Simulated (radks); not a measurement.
The numbers below are computed, except where a source is named.
V II, 22 electrons, occupied as [Ar] 3d2 4s2 (not the ground configuration).

Level of theory: non-relativistic Kohn-Sham, TPSS, spin-polarised, spherical densities, point nucleus; open shells are filled with parallel spins first; meta-GGA in the generalised Kohn-Sham scheme (a radial shooting solver on a logarithmic mesh with Libxc functionals).

Energy parts (eV):
| part | energy |
|---|---|
| total | -25672.810 |
| kinetic | 25651.064 |
| electron-nucleus | -60564.306 |
| Hartree | 10456.582 |
| exchange-correlation | -1216.150 |

Orbitals (lengths in bohr, moments of r in powers of bohr; r(max) is where P^2 peaks):
orbital  occ.  eigenvalue (eV)   r(max)
1s down     1        -5351.969  0.04410
1s up       1        -5351.962  0.04410
2s up       1        -612.6978   0.2577
2s down     1        -611.9253   0.2576
2p up       3        -517.7901   0.2090
2p down     3        -517.1752   0.2088
3s up       1         -84.5451   0.8212
3s down     1         -82.3306   0.8201
3p up       3         -58.5582   0.8400
3p down     3         -56.3154   0.8390
3d up       2         -18.4319   0.8508
3d down     0         -16.3176   0.8538
4s up       1         -12.6555    2.503
4s down     1         -12.1241    2.565

The highest occupied level is 4s down at -12.124 eV. The configuration is held as typed, so some empty levels lie below it. The density falls to 0.001 e/bohr^3 at r = 4.35 bohr. Spin moment in Bohr magnetons: 2. The spin density at the nucleus is 0.0296 e/bohr^3 (1s -0.0029, 2s -0.6078, 3s 0.1826, 4s 0.4577), a Fermi contact field of 1.55 T.
